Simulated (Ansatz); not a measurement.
CH$_{6}$BClOSn, relaxed with RKS PBE0-D4/def2-TZVP in the Gaussian-basis code of Ansatz from a PBE-D4/def2-SVP geometry. The force threshold is 0.005 eV/Å; the program also tests the step.

The species carries charge 0 and has multiplicity 1. Sn: def2 effective core potential. The bonds changed during the relaxation, so this is another structure than the one it started from.

Start:

```xyz
11

B     0.564   -2.144    0.701
Sn    0.631    0.012   -0.172
C    -0.972    1.137   -1.160
O     1.563    1.431    0.919
Cl   -0.989   -1.496    1.582
H     1.521   -2.273    1.436
H     0.320   -2.921   -0.200
H    -1.809    0.448   -1.386
H    -0.586    1.575   -2.103
H    -1.327    1.949   -0.495
H     1.085    2.282    0.877
```

Task: How much energy does the relaxation release, and in how many steps? (An estimate is asked.)

Result: Computed: 8.52 kJ/mol, in 14 steps, 1 of them rejected.

Task: Which bonds change most? (Estimate.)

Result: Ansatz gave: Sn2–Cl5 from 2.824 to 2.737 Å; B1–Sn2 from 2.327 to 2.274 Å; Sn2–O4 from 2.018 to 1.964 Å; Sn2–C3 from 2.194 to 2.147 Å.

Task: Give the relaxed structure. (An estimate is asked.)

Result: The calculation gave: 
```xyz
11

B     0.576   -2.122    0.695
Sn    0.550   -0.008   -0.142
C    -0.966    1.129   -1.151
O     1.511    1.384    0.857
Cl   -0.923   -1.444    1.662
H     1.537   -2.264    1.385
H     0.260   -2.917   -0.135
H    -1.712    0.463   -1.584
H    -0.503    1.720   -1.944
H    -1.447    1.800   -0.438
H     1.117    2.258    0.796
```
